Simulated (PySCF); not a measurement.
Geometry:
| atom | x (Å) | y (Å) | z (Å) |
| --- | --- | --- | --- |
| C1 | 2.307 | 0.963 | 0.711 |
| C2 | 1.592 | -0.284 | 0.222 |
| C3 | 0.495 | -0.755 | 1.207 |
| Si4 | -0.878 | -0.400 | -0.078 |
| C5 | -2.015 | -1.795 | -0.675 |
| C6 | -1.961 | 1.137 | 0.337 |
| O7 | -3.161 | 1.198 | 0.245 |
| O8 | -1.230 | 2.172 | 0.764 |
| C9 | 0.733 | -0.009 | -1.035 |
| H10 | 1.580 | 1.750 | 0.901 |
| H11 | 3.017 | 1.317 | -0.034 |
| H12 | 2.851 | 0.760 | 1.632 |
| H13 | 2.325 | -1.073 | 0.038 |
| H14 | 0.603 | -1.800 | 1.484 |
| H15 | 0.485 | -0.173 | 2.125 |
| H16 | -2.488 | -1.532 | -1.616 |
| H17 | -2.808 | -1.976 | 0.045 |
| H18 | -1.471 | -2.723 | -0.819 |
| H19 | -1.797 | 2.934 | 0.977 |
| H20 | 0.860 | 1.001 | -1.415 |
| H21 | 0.953 | -0.694 | -1.851 |

Non-relativistic Hamiltonian, one conformer, one averaged value for each set of equivalent atoms, isolated molecule. GFN2-xTB geometry; GIAO PBE0/pcSseg-1 shieldings; PySCF 2.14.

Shifts are taken against calculated references (same method and geometry level): TMS for ¹³C, ¹H, ²⁹Si; H2O for ¹⁷O.

| atoms | nucleus | count | Hirshfeld charge | δ (ppm) |
| --- | --- | --- | --- | --- |
| Si4 | ²⁹Si | 1 | 0.40 | -6.8 |
| H14/H21 | ¹H | 2 | 0.03 | 1.74 |
| O7 | ¹⁷O | 1 | -0.27 | ? |
| C1 | ¹³C | 1 | -0.12 | ? |
| H16/H17/H18 | ¹H | 3 | 0.05 | 0.50 |
| C6 | ¹³C | 1 | 0.12 | 186.4 |
| H10/H11/H12 | ¹H | 3 | 0.04 | 1.36 |
| H13 | ¹H | 1 | 0.03 | ? |
| H19 | ¹H | 1 | 0.18 | 6.65 |
| H15/H20 | ¹H | 2 | 0.03 | ? |
| C3/C9 | ¹³C | 2 | -0.17 | 23.7 |
| O8 | ¹⁷O | 1 | -0.17 | 234.1 |
| C2 | ¹³C | 1 | -0.02 | 28.5 |
| C5 | ¹³C | 1 | -0.21 | -1.9 |

Complete the table.

Results:


- C1: 28.4 ppm, methyl carbon; saturated and bonded to C and H only
- H13: 2.58 ppm, hydrogen on an sp3 CH in a ring
- H15/H20: 1.18 ppm, hydrogen on an sp3 CH2 bonded to Si
- O7: 507.7 ppm, carbonyl oxygen

The OH or NH signal is concentration- and solvent-dependent in practice; the value given is the gas-phase one. Shifts are as computed. Against solution values, carbons near 30 ppm lie about +3 ppm off and those near 130 ppm about +5 ppm. Of 1211 compounds with measured shifts, 218 miss one by over three times the rms of a fit or turn the order of signals round; such compounds aren't used in these exercises. In solution the two oxygens of a carboxylic acid exchange roles by proton transfer and give one 17O line. Hydrogen bonding in solution shields acid and N–H amide carbonyl oxygens by tens of ppm. Hydrogen bonding in solution deshields acid and N–H amide carbonyl carbons by as much as 10 ppm beyond these values. Unscaled 17O shifts of doubly bonded oxygen tend to come out too high, by tens of ppm or more. Experimental scales use liquid or dissolved standards, which lie at an offset from isolated H2O (liquid H2O: subtract about 36 ppm).
